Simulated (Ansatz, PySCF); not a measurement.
AlClH₄O₂SSi, SMILES [OH][Al]([OH])[S][SiH2]Cl. Atoms are numbered in the order given.

```xyz
10

Si     1.8428    -0.3507     0.3002
Cl     0.8477     0.1454    -1.5489
S      0.3384    -0.1143     1.7270
Al    -1.1206     0.1318     0.0257
O     -1.8773     1.6360    -0.2107
O     -1.9223    -1.2973    -0.4216
H      2.3435    -1.7318     0.0819
H      2.9712     0.6123     0.3877
H     -1.5920     2.4699     0.1632
H     -2.7189    -1.2954    -0.9549
```
Charge 0, spin multiplicity 1.

Geometry: PBE0-D3(BJ)/def2-SVP. The structure was generated by enumeration; whether it is a known compound was not checked. Other conformers were not sampled.

Two levels are set side by side: PBE-D3(BJ)/def2-SVP (Ansatz, a first-principles code) and PBE0-D3(BJ)/def2-SVP (Ansatz). Each level has its own optimised geometry; the coordinates shown are those of the second. Frequencies come from the Hessian of PySCF at each geometry. Differences are taken from unrounded values.

| quantity | PBE0-D3(BJ) |
|---|---|
| mean bond length (Å) | 1.731 |
| bond Si1–Cl2 (Å) | 2.158 |
| bond Si1–S3 (Å) | 2.087 |
| bond Cl2–Al4 (Å) | 2.521 |
| bond S3–Al4 (Å) | 2.255 |
| bond Al4–O5 (Å) | 1.700 |
| bond Al4–O6 (Å) | 1.699 |
| bond Si1–H7 (Å) | 1.485 |
| bond Si1–H8 (Å) | 1.486 |
| bond O5–H9 (Å) | 0.957 |
| bond O6–H10 (Å) | 0.959 |
| highest harmonic wavenumber (cm⁻¹) | 3998 |
| mean harmonic wavenumber (cm⁻¹) | 900 |
| zero-point energy (kcal/mol) | 30.88 |

**Question.** What does PBE-D3(BJ) give, and how far is it from PBE0-D3(BJ)? (The exact figures need the calculation; the answer reports its results.)

**Answer.** 
```
quantity                            PBE-D3(BJ)  PBE-D3(BJ) minus PBE0-D3(BJ)
----------------------------------  ----------  ----------------------------
mean bond length (Å)                     1.746                         0.015
bond Si1–Cl2 (Å)                         2.176                         0.018
bond Si1–S3 (Å)                          2.101                         0.014
bond Cl2–Al4 (Å)                         2.543                         0.023
bond S3–Al4 (Å)                          2.270                         0.015
bond Al4–O5 (Å)                          1.718                         0.018
bond Al4–O6 (Å)                          1.716                         0.017
bond Si1–H7 (Å)                          1.498                         0.012
bond Si1–H8 (Å)                          1.499                         0.012
bond O5–H9 (Å)                           0.969                         0.012
bond O6–H10 (Å)                          0.970                         0.012
highest harmonic wavenumber (cm⁻¹)        3824                          -175
mean harmonic wavenumber (cm⁻¹)            867                           -33
zero-point energy (kcal/mol)             29.74                         -1.14
```

GGA bonds tend to be longer and softer than those of functionals with exact exchange. Differences between two approximate levels are no errors against the true value.
